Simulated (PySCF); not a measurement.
**How methods differ on the interval between two levels of Zn⁺**

Zn⁺ [Ar] 3d10 4s1 [2S1/2, M_J = 1/2] → Zn⁺ [Ar] 3d9 4s2 [2D5/2, M_J = 5/2], as a difference of total energies. Calculation: PySCF 2.14, in x2c-TZVPall-2c with one added diffuse shell each of s, p, d type (7s8p5d1f, 63 functions); the two-component X2C-1e Hamiltonian. Correlated levels: [Ne] frozen; the 6 highest virtual spinors dropped. "Screened" scales the spin-orbit matrix elements by Boettger's factors to mimic the two-electron term; Breit and QED terms are absent.

```csv
method,interval between two levels (cm⁻¹),error (cm⁻¹)
GHF (spin-free),55615,-7107
GMP2 (spin-free),70005,+7283
GHF (screened spin-orbit),54461,-8262
GMP2 (screened spin-orbit),68840,+6117
```

Reference: 62723 cm⁻¹ (measured; NIST Handbook of Basic Atomic Spectroscopic Data (Sansonetti and Martin, J. Phys. Chem. Ref. Data 34, 1559 (2005))).

Errors of the correlated levels include the incompleteness of this basis and the frozen core.
